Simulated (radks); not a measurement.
Problem. The mean radii <r> (bohr) of the occupied orbitals of an atom or ion are listed with their occupations. Calculated with a radial shooting solver on a logarithmic mesh with Libxc functionals: Dirac Kohn-Sham, BLYP, spin-unpolarised, spherical densities, finite nucleus; Fermi nuclear charge, rms radius of each element as measured or else 0.836 A^(1/3) + 0.57 fm.

| orbital | occ. | <r> |
|---|---|---|
| 1s1/2 | 2 | 0.01773 |
| 2s1/2 | 2 | 0.07350 |
| 2p1/2 | 2 | 0.06064 |
| 2p3/2 | 4 | 0.06856 |
| 3s1/2 | 2 | 0.1794 |
| 3p1/2 | 2 | 0.1684 |
| 3p3/2 | 2 | 0.1803 |

Name the element and its charge. Open shells, if any, fill j = l - 1/2 first.

Solution. Z = 76, osmium, charge +60: Os60+ in [Ne] 3s2 3p4. The 1s radius gives Z: for a bare nucleus <r> = (2 gamma + 1)/(2Z) with gamma = sqrt(1 - (Z/c)^2), 0.01753 bohr for Z = 76, and screening makes it slightly larger (0.01773 here). The occupations add up to 16, and the charge is Z minus that.
